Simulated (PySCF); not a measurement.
## CsBr: from constants to spectrum

RHF-CCSD(T) constants of CsBr, ¹Σ⁺ (singlet), closed shell (Cs def2-TZVPP with ECP46, Br def2-TZVPP; scalar-relativistic core potentials (PySCF 2.14); masses 132.9054 and 78.9183 u):

- ωe: 143.2 cm⁻¹
- ωexe: 0.36 cm⁻¹
- Be: 0.034663 cm⁻¹
- αe: 0.000122 cm⁻¹
- De to Cs + Br: 3.91 eV

Task: What force constant and bond length do these constants imply?

Result: Reduced mass μred = 49.516 u; k = 5.8918×10⁻⁷·μred·ωe² (u, cm⁻¹, mdyn/Å) = 0.598 mdyn/Å; Re = √(16.8576/(μred·Be)) (u, cm⁻¹, Å) = 3.134 Å.

Task: Estimate the centrifugal constant D from the Kratzer relation and find the Dunham coefficient a1.

Result: D = 4Be³/ωe² = 8.12e-09 cm⁻¹; a1 = −1 − αeωe/(6Be²) = -3.42.

Measured values (Huber and Herzberg, Constants of Diatomic Molecules (1979)): ωe = 149.66 cm⁻¹, ωexe = 0.374 cm⁻¹, Be = 0.03606925 cm⁻¹, αe = 0.000124012 cm⁻¹.

Correlated steps freeze 9 core orbitals. Spin–orbit coupling is left out, which matters for elements this heavy, above all for dissociation energies. Where the molecule has an RHF reference, its open-shell atoms are computed with UHF.
